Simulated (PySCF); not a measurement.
Species: C5H7BO2.
Cartesian coordinates in Å at the GFN2-xTB level; atoms count from 1:
```xyz
15
C5H7BO2 angstrom
C     -1.2749   -1.7344   -0.2850
C     -0.8015   -0.4828   -0.2512
C      0.5975   -0.2626   -0.2797
C      1.7821   -0.0529   -0.2913
C      3.2060    0.1956   -0.3154
B     -1.7470    0.7934   -0.1911
O     -1.2780    1.9783   -0.6263
O     -3.0245    0.7381    0.2801
H     -0.6214   -2.5903   -0.3429
H     -2.3334   -1.9442   -0.2806
H      3.4997    0.5560   -1.3014
H      3.4653    0.9530    0.4244
H      3.7560   -0.7196   -0.0949
H     -1.9085    2.6968   -0.5597
H     -3.3218   -0.1165    0.5875
```

The closed-shell ground state was solved at several levels (PySCF, density fitting, gas phase, non-relativistic). GFN2-xTB frequencies show an imaginary mode (25i cm⁻¹), so this geometry is no minimum at that level.

| level | basis functions | HOMO (eV) | LUMO (eV) | gap (eV) | dipole (D) |
| --- | --- | --- | --- | --- | --- |
| B3LYP/pcJ-1 | 286 | -6.45 | -1.18 | 5.27 | 0.91 |
| wB97X-D/def2-SVPD | 222 | -8.49 | 0.66 | 9.15 | 0.87 |

Estimate the row for PBE0/pcSseg-1, a basis of 171 functions; the other rows only guide the guess.

HOMO -6.68 eV, LUMO -1.01 eV, gap 5.67 eV, dipole 0.89 D.

Over all these levels, which gives the widest orbital gap and which the narrowest?

wB97X-D/def2-SVPD (range-separated hybrid) has the widest, 9.15 eV, and B3LYP/pcJ-1 (global hybrid, 20 % exact exchange) the narrowest, 5.27 eV. Functional and basis both differ between the two, so the spread mixes both effects.

How far do the dipole and the HOMO energy spread over the levels?

The dipole runs from 0.87 to 0.91 D (mean 0.89 D) and the HOMO from -8.49 to -6.45 eV.

One conformer stands for the species.
